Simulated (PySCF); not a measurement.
Species: C2H5BrOSi.
Z-matrix (Å and degrees, PBE0-D3(BJ)/def2-SVP geometry), rows numbered from 1:
```
Si
O   1  1.6874
C   2  1.3302  1  137.27
C   3  1.3379  2  129.82  1    15.84
Br  4  1.8777  3  124.45  2     0.33
H   1  1.4886  2  102.94  3   167.67
H   1  1.4877  2  111.91  3   -74.91
H   1  1.4892  2  110.93  3    50.24
H   3  1.0968  2  112.81  1  -164.84
H   4  1.0893  3  120.85  2   179.68
```

Jobs on this species (10 atoms, 74 electrons) with PySCF (density fitting). Hardware of each: one thread of an Arm Neoverse V2, on a shared host. Other jobs ran on the host; a repeat could differ by tens of per cent or more. Peak memory is the resident size of the whole Python process, interpreter and libraries included.

```
                                                                 level and settings                                                          work  basis functions  SCF cycles  wall time  peak memory
   delta-SCF UKS B3LYP, pcX-2 on the ionised atom, pcseg-1 elsewhere, spin-free X2C                                 ΔSCF core ionisation, 5 holes              154           ?          ?            ?
    delta-SCF UKS SCAN, pcX-1 on the ionised atom, pcseg-1 elsewhere, spin-free X2C                                 ΔSCF core ionisation, 5 holes              134           ?          ?            ?
    delta-SCF UKS SCAN, pcX-2 on the ionised atom, pcseg-1 elsewhere, spin-free X2C                                 ΔSCF core ionisation, 5 holes              154          85       27 s     0.47 GiB
     delta-SCF UKS PBE, pcX-2 on the ionised atom, pcseg-1 elsewhere, spin-free X2C                                 ΔSCF core ionisation, 5 holes              154          80       17 s     0.47 GiB
                                                 PBE0-D3(BJ)/def2-SVP, grid level 1  geometry optimisation from a GFN2-xTB start shaken at random              117          62       50 s     0.50 GiB
 delta-SCF UKS SCAN, pcX-2 on the ionised atom, pcseg-1 elsewhere, non-relativistic                                 ΔSCF core ionisation, 5 holes              154          85       25 s     0.52 GiB
    delta-SCF UKS PBE0, pcX-2 on the ionised atom, pcseg-1 elsewhere, spin-free X2C                                 ΔSCF core ionisation, 5 holes              154          74       39 s     0.58 GiB
delta-SCF UKS SCAN, def2-TZVP on the ionised atom, pcseg-1 elsewhere, spin-free X2C                                 ΔSCF core ionisation, 5 holes              131          85       25 s     0.52 GiB
```

Q: Fill in the missing figures.

A: 
- delta-SCF UKS B3LYP, pcX-2 on the ionised atom, pcseg-1 elsewhere, spin-free X2C; ΔSCF core ionisation, 5 holes: 40 s, 0.57 GiB, 76 SCF cycles
- delta-SCF UKS SCAN, pcX-1 on the ionised atom, pcseg-1 elsewhere, spin-free X2C; ΔSCF core ionisation, 5 holes: 21 s, 0.52 GiB, 84 SCF cycles

Q: What do all jobs in the table cost together?

A: About 4.1 min; the longest takes about 20 % of that, and about 2.9 times as long as the shortest.
